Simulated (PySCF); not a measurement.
C5H7F. Atoms are numbered in the order given.

```xyz
13

C      1.3767     1.2010     0.0000
C      0.1278     0.7091     0.0000
C     -1.0881     1.5861     0.0000
C     -0.0831    -0.7429     0.0000
C     -1.2535    -1.3881     0.0000
F      1.0473    -1.4597     0.0000
H      2.2450     0.5405     0.0000
H      1.5533     2.2792     0.0000
H     -1.7149     1.3993    -0.8866
H     -1.7149     1.3993     0.8866
H     -0.8026     2.6462     0.0000
H     -2.1936    -0.8398     0.0000
H     -1.2775    -2.4785     0.0000
```
Charge 0, spin multiplicity 1.

The structure is a stationary point at PBE0-D3(BJ)/def2-SVP. One conformer was computed; it need not be the lowest.

All values below come from PBE/def2-TZVP (PySCF).

Symmetry labels are those of the subgroup Cs that the program uses (full group Cs).

Question: List the valence orbital energies around the gap with their symmetry. (The exact figures need the calculation; the answer reports its results.)

Answer: 
```
orbital  symmetry  energy (eV)
-------  --------  -----------
HOMO−7         A'       -10.49
HOMO−6         A"       -10.25
HOMO−5         A'       -10.01
HOMO−4         A'        -9.66
HOMO−3         A'        -8.85
HOMO−2         A'        -8.47
HOMO−1         A"        -7.18
HOMO           A"        -5.86
LUMO           A"        -1.92
LUMO+1         A'         0.57
LUMO+2         A"         0.91
LUMO+3         A'         1.50
```
